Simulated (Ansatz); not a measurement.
Born–Oppenheimer molecular dynamics of ClHOZn (4 atoms, charge 0, multiplicity 1). It goes on from the last frame of an earlier run, with new velocities.

Theory: Ansatz 0.2.0, RKS PBE0-D4/def2-SVP.

```yaml
ensemble: NVT, Langevin thermostat
time_step: 0.5 fs
steps_asked: 166
set_temperature: 700 K
friction: 0.02 /fs
temperature_schedule: 41 steps to 700 K, then 125 steps to 2100 K
seed: 307867
```

Frames 1 fs apart, positions in Å.

Velocities at 70.0 fs (Å/ps):

```
Zn 2.57 -4.31 -0.44
Cl -0.25 5.03 2.44
O -5.37 4.20 8.01
H 42.04 17.77 51.95
```

```xyz
4
Properties=species:S:1:pos:R:3 time_fs=70.0 energy_less_start_eV=0.028 T=939
Zn -0.002 -0.042 0.145
Cl 0.246 0.329 2.161
O 0.096 -0.375 -1.617
H -0.666 -0.604 -2.184
4
Properties=species:S:1:pos:R:3 time_fs=71.0 energy_less_start_eV=0.066 T=971
Zn 0.001 -0.047 0.145
Cl 0.245 0.336 2.163
O 0.091 -0.371 -1.609
H -0.632 -0.582 -2.130
4
Properties=species:S:1:pos:R:3 time_fs=72.0 energy_less_start_eV=0.214 T=587
Zn 0.004 -0.051 0.145
Cl 0.244 0.343 2.166
O 0.087 -0.368 -1.600
H -0.621 -0.563 -2.081
4
Properties=species:S:1:pos:R:3 time_fs=73.0 energy_less_start_eV=0.100 T=877
Zn 0.007 -0.055 0.146
Cl 0.245 0.349 2.169
O 0.086 -0.365 -1.589
H -0.648 -0.565 -2.070
4
Properties=species:S:1:pos:R:3 time_fs=74.0 energy_less_start_eV=-0.019 T=1454
Zn 0.010 -0.059 0.146
Cl 0.245 0.354 2.172
O 0.085 -0.364 -1.577
H -0.715 -0.583 -2.072
4
Properties=species:S:1:pos:R:3 time_fs=75.0 energy_less_start_eV=0.098 T=1198
Zn 0.014 -0.063 0.147
Cl 0.242 0.359 2.177
O 0.086 -0.363 -1.562
H -0.787 -0.599 -2.059
4
Properties=species:S:1:pos:R:3 time_fs=76.0 energy_less_start_eV=0.187 T=1149
Zn 0.019 -0.068 0.148
Cl 0.240 0.364 2.184
O 0.083 -0.364 -1.548
H -0.829 -0.600 -2.024
4
Properties=species:S:1:pos:R:3 time_fs=77.0 energy_less_start_eV=0.159 T=1248
Zn 0.025 -0.072 0.149
Cl 0.240 0.368 2.192
O 0.079 -0.366 -1.538
H -0.843 -0.595 -1.971
4
Properties=species:S:1:pos:R:3 time_fs=78.0 energy_less_start_eV=0.064 T=1824
Zn 0.032 -0.076 0.151
Cl 0.237 0.373 2.200
O 0.072 -0.369 -1.528
H -0.832 -0.576 -1.905
4
Properties=species:S:1:pos:R:3 time_fs=79.0 energy_less_start_eV=0.080 T=1617
Zn 0.038 -0.081 0.155
Cl 0.234 0.378 2.209
O 0.065 -0.370 -1.520
H -0.796 -0.543 -1.832
4
Properties=species:S:1:pos:R:3 time_fs=80.0 energy_less_start_eV=0.276 T=1064
Zn 0.045 -0.084 0.159
Cl 0.231 0.384 2.216
O 0.060 -0.373 -1.515
H -0.772 -0.528 -1.772
4
Properties=species:S:1:pos:R:3 time_fs=81.0 energy_less_start_eV=0.268 T=1320
Zn 0.051 -0.088 0.164
Cl 0.230 0.389 2.223
O 0.058 -0.377 -1.510
H -0.790 -0.527 -1.731
```

Of the whole run (83 fs, mean temperature of the second half 1132 K): The schedule's set-point averaged 1635 K over the second half and the system 1132 K, so it lags behind the ramp. A run of 0.083 ps of so small a system gives no equilibrium averages.

Run time: 5.7 min on 1 thread of Arm Neoverse V2, with other jobs on the host, peak memory 0.13 GiB.
